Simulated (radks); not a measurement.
Results of a calculation; reference values are marked as such.
Task: These are the eigenvalues of the occupied orbitals of an atom or ion with whole-number occupations (hartree). Level of theory: Dirac Kohn-Sham, PBE, spin-unpolarised, spherical densities, point nucleus (a radial shooting solver on a logarithmic mesh with Libxc functionals).

1s1/2: -1286.713
2s1/2: -220.4299
2p1/2: -208.6511
2p3/2: -196.6874
3s1/2: -62.95366
3p1/2: -58.07698
3p3/2: -55.73940
3d3/2: -47.25048
3d5/2: -46.74803
4s1/2: -27.10703
4p1/2: -25.21473
4p3/2: -24.56791

Which element is it, and in what charge state? The configuration may be excited. Open shells, if any, are shared by 2j + 1.

Result: Z = 54, xenon, charge +22: Xe22+ in [Ar] 3d10 4s2 4p2. The list shows which subshells hold electrons but not how many an open one holds; the 1s level, -1286.7 hartree, gives Z - s = 50.7 by -(Z - s)^2/2, which with screening and relativity narrows Z to a few neighbours, and the depths of the outer levels then fix element, charge and occupations together.
